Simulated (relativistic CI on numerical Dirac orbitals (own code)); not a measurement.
## Crystal-field levels of Er4+, 4f10

Calculated by Dirac-Coulomb-Breit CI, separate exchange-only KLI orbitals for each configuration, model QED (radiative potential, 1s self-energy scaled to tabulated hydrogen-like ionisation energies), valence Slater integrals scaled by 0.85, one configuration in a parametric crystal field (own radial code).

Field parameters in Wybourne normalisation; cubic f-shell fields have B⁴₄ = √(5/14) B⁴₀ and B⁶₄ = −√(7/2) B⁶₀. The field is a parameter set, without covalency.

S and J are read from ⟨S²⟩ = S(S + 1) and ⟨J²⟩ = J(J + 1) of each level; they are not fictitious spins.

D3d, B20 = 3160, B40 = 160, B43 = 450, B60 = 700, B63 = 670, B66 = -510 cm⁻¹, the lowest 10 levels:

| E (cm⁻¹) | Degeneracy | Irrep | S | J |
| --- | --- | --- | --- | --- |
| 0.0 | 2 | E | 1.94 | 8.00 |
| 289 | 2 | E | 1.94 | 8.00 |
| 377 | 1 | A1 | 1.94 | 8.00 |
| 450 | 1 | A2 | 1.93 | 8.00 |
| 485 | 2 | E | 1.93 | 8.00 |
| 521 | 1 | A1 | 1.93 | 8.00 |
| 536 | 2 | E | 1.93 | 8.00 |
| 682 | 1 | A2 | 1.93 | 8.00 |
| 723 | 2 | E | 1.93 | 8.00 |
| 794 | 2 | E | 1.93 | 8.00 |

Oh, B40 = 3690, B60 = 720 cm⁻¹, the lowest 10 levels:

```json
{"E (cm⁻¹)": "0.0", "Degeneracy": "2", "Irrep": "E", "S": "1.94", "J": "7.99"}
{"E (cm⁻¹)": "41.2", "Degeneracy": "3", "Irrep": "T1", "S": "1.94", "J": "7.99"}
{"E (cm⁻¹)": "210", "Degeneracy": "1", "Irrep": "A1", "S": "1.94", "J": "8.00"}
{"E (cm⁻¹)": "565", "Degeneracy": "3", "Irrep": "T1", "S": "1.93", "J": "7.99"}
{"E (cm⁻¹)": "670", "Degeneracy": "3", "Irrep": "T2", "S": "1.93", "J": "8.00"}
{"E (cm⁻¹)": "781", "Degeneracy": "2", "Irrep": "E", "S": "1.93", "J": "8.00"}
{"E (cm⁻¹)": "844", "Degeneracy": "3", "Irrep": "T2", "S": "1.93", "J": "8.00"}
{"E (cm⁻¹)": "6350", "Degeneracy": "3", "Irrep": "T2", "S": "1.97", "J": "7.00"}
{"E (cm⁻¹)": "6354", "Degeneracy": "3", "Irrep": "T1", "S": "1.97", "J": "7.00"}
{"E (cm⁻¹)": "6606", "Degeneracy": "1", "Irrep": "A2", "S": "1.97", "J": "7.00"}
```

D4h, B20 = -940, B40 = -1560, B44 = -1760, B60 = 930, B64 = 1210 cm⁻¹, the lowest 10 levels:

```json
{"E (cm⁻¹)": "0.0", "Degeneracy": "1", "Irrep": "A1", "S": "1.94", "J": "8.00"}
{"E (cm⁻¹)": "10.1", "Degeneracy": "2", "Irrep": "E", "S": "1.94", "J": "8.00"}
{"E (cm⁻¹)": "17.8", "Degeneracy": "1", "Irrep": "B2", "S": "1.94", "J": "8.00"}
{"E (cm⁻¹)": "98.8", "Degeneracy": "1", "Irrep": "A2", "S": "1.94", "J": "8.00"}
{"E (cm⁻¹)": "200", "Degeneracy": "2", "Irrep": "E", "S": "1.94", "J": "8.00"}
{"E (cm⁻¹)": "358", "Degeneracy": "1", "Irrep": "B1", "S": "1.93", "J": "8.00"}
{"E (cm⁻¹)": "395", "Degeneracy": "1", "Irrep": "B2", "S": "1.93", "J": "8.00"}
{"E (cm⁻¹)": "506", "Degeneracy": "1", "Irrep": "A1", "S": "1.93", "J": "8.00"}
{"E (cm⁻¹)": "540", "Degeneracy": "2", "Irrep": "E", "S": "1.93", "J": "8.00"}
{"E (cm⁻¹)": "550", "Degeneracy": "1", "Irrep": "A2", "S": "1.93", "J": "8.00"}
```

The next free-ion level lies 6045 cm⁻¹ above the lowest; the field splits the ground level into components whose J stays near 8 as long as their spread is small against that gap.

Levels of this model without a field, named by their leading LS term: 5I_8 0, 5I_7 6045, 5I_6 10140, 5I_5 13068, 5I_4 15465, 5F_5 18829, 5S_2 21774, 3K_8 22085 cm⁻¹.
